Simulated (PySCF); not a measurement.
Si(H)(F)(Br)(vinyl) (C2H4BrFSi), SMILES C=C[SiH](F)Br. Atoms are numbered in the order given.

```xyz
9

Si    -0.3607     0.2808     0.7425
F      0.8320     1.2132     1.3360
Br     0.5492    -1.3157    -0.5230
C     -1.4544     1.3594    -0.2888
C     -1.2257     2.6739    -0.4175
H     -1.0272    -0.3846     1.8844
H     -2.3044     0.9062    -0.8144
H     -0.3830     3.1601     0.0851
H     -1.8657     3.3171    -1.0313
```
Charge 0, spin multiplicity 1.

The structure is a stationary point at B3LYP-D3(BJ)/def2-SVP. The structure was generated by enumeration, and PubChem lists no compound with its InChIKey, so it may never have been made. One conformer was computed; it need not be the lowest.

Computed with PBE0/pcSseg-1 (PySCF).

GIAO shieldings, no solvent; atoms alike by connectivity are averaged. δ = σ(ref) − σ: ²⁹Si against TMS (σ = 352.7 ppm); ¹⁹F against CFCl3 (σ = 167.2 ppm); ¹³C against TMS (σ = 186.3 ppm); ¹H against TMS (σ = 31.56 ppm), references at their B3LYP-D3(BJ)/def2-TZVP geometries, non-relativistic (without spin–orbit terms, shifts of atoms bonded to Cl or Br come out too high).

Estimate the chemical shifts. (An estimate is asked for; the answer gives what the named calculation found.)


```
nucleus   atoms  count  δ (ppm)
-------  ------  -----  -------
²⁹Si        Si1      1     11.7
¹⁹F          F2      1   -179.4
¹³C          C5      1    150.9
¹³C          C4      1    141.7
¹H       H8, H9      2     6.90
¹H           H7      1     6.44
¹H           H6      1     6.15
```
